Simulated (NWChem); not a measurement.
Species: ZnCl, doublet; SMILES [Cl][Zn]

```xyz
2

Zn     0.0000     0.0000    -0.7759
Cl     0.0000     0.0000     1.3868
```
Atoms are numbered in this order, from 1.

All runs: NWChem. Pople sets run with spherical d functions. Spin-unrestricted. All runs use the structure optimised with PBE0/def2-SVP, spin-unrestricted. This spin state was assumed; another may lie lower. No stability test was run on the SCF state. Vzz is the largest principal value of the second derivative of the potential at the nucleus (NWChem prints the opposite sign); η is the asymmetry. Non-relativistic.

For level CAM-B3LYP/6-31G*:

| Property | Result |
|---|---|
| Vzz Zn1 (a.u.) | -0.751 |
| Vzz Cl2 (a.u.) | 1.417 |

**Question.** What are these values for level PBE/cc-pVTZ?

**Answer.** 
* **Vzz Zn1 (a.u.)**: -1.151
* **Vzz Cl2 (a.u.)**: 1.718
